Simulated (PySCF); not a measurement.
**Worked example: oscillator strength and radiative lifetime**

Si(H)2(OAc)(OH) (C2H6O3Si), SMILES O=C(O[SiH2]O)C.

Coordinates come from a B3LYP-D3(BJ)/def2-SVP optimisation. One conformer was computed; it need not be the lowest.

TDA-PBE/def2-SVPD (PySCF 2.14.0) puts the first singlet state with f over 0.02 at 6.41 eV (vertical), with the transition dipole (0.361, -0.043, -0.016) in atomic units.

Q: Find the oscillator strength, the wavelength and the radiative lifetime that this transition would have in vacuum if emission retraced absorption.

A: 
|μ|² = 0.1324 au, so |μ| = 0.92 D. ΔE = 6.41/27.211 = 0.2356 hartree. f = (2/3) ΔE |μ|² = 0.021 (the program prints 0.021).
λ = 1239.84/6.41 = 193 nm; ν = 51700 cm⁻¹.
Einstein's coefficient A = 0.6670 ν² f s⁻¹ (ν in cm⁻¹) = 3.7e7 s⁻¹, so τ = 1/A = 27 ns. This state is S3; the lower singlets have f = 0.001, 0.001. The figure is the radiative limit of this one transition; relaxation, internal conversion, crossing to triplets and a medium change what is measured.
